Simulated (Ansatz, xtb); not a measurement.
A geometry optimisation of GeH6Sn2 with r2SCAN-D4/def2-SVP

The starting geometry of this gas-phase singlet has its atoms placed at random.

```xyz
9

Ge    0.5328    1.5884   -0.6309
Sn    1.7745    0.0007    0.4359
Sn   -2.1933    0.8315    0.9138
H     1.6876    1.4717    0.9789
H    -0.8373    0.0537   -0.1108
H    -0.5127    1.3326    0.7048
H     0.2950    1.5721    1.3486
H    -0.5533   -0.5077    1.0302
H     0.2899    0.0365   -1.4273
```

One run relaxed it with r2SCAN-D4/def2-SVP. What is a likely outcome?

It loosens into GeH4Sn2 + H2, which stay close as a complex. Distances that change by over a tenth: Ge1–Sn2 (2.28 → 2.67 Å), Sn3–H5 (1.87 → 2.11 Å). Contacts that open: Ge1–H6 (1.72 → 3.42 Å), Sn2–H4 (1.57 → 2.49 Å). Contacts that close: Ge1–H5 (2.12 → 1.64 Å), Sn2–Sn3 (4.08 → 3.15 Å), Sn2–H8 (2.46 → 1.89 Å), H4–H7 (1.44 → 0.77 Å).

The energy falls by 8.35 eV over 20 steps:

```json
{"step": "1", "E − E(last) (eV)": "8.354"}
{"step": "3", "E − E(last) (eV)": "4.393"}
{"step": "5", "E − E(last) (eV)": "2.494"}
{"step": "7", "E − E(last) (eV)": "1.141"}
{"step": "9", "E − E(last) (eV)": "0.503"}
{"step": "12", "E − E(last) (eV)": "0.065"}
{"step": "14", "E − E(last) (eV)": "0.020"}
{"step": "16", "E − E(last) (eV)": "0.002"}
{"step": "18", "E − E(last) (eV)": "0.000"}
{"step": "20", "E − E(last) (eV)": "0.000"}
```

Final geometry (Å):

```xyz
9

Ge    0.3673    0.9257   -1.5197
Sn    1.3985   -0.3077    0.6174
Sn   -1.7114    0.2083    0.6389
H     1.8100    1.7448    1.9701
H    -1.2219    1.1653   -1.1752
H    -1.2770    1.7872    1.3512
H     1.0979    1.9309    1.7402
H    -0.1200   -0.5347    1.7237
H     0.1398   -0.5401   -2.1033
```

From the same start GFN2-xTB ends elsewhere, in pieces: GeH4Sn2 + H2.

From so rough a start the end depends on the optimiser's path, so another program may land elsewhere. The end wasn't checked by frequencies. Atoms past krypton carry core potentials, without spin–orbit terms. Run with Ansatz 0.2.0, 34 s on 2 threads of Intel(R) Xeon(R) 6975P-C (Granite Rapids), on a shared host.
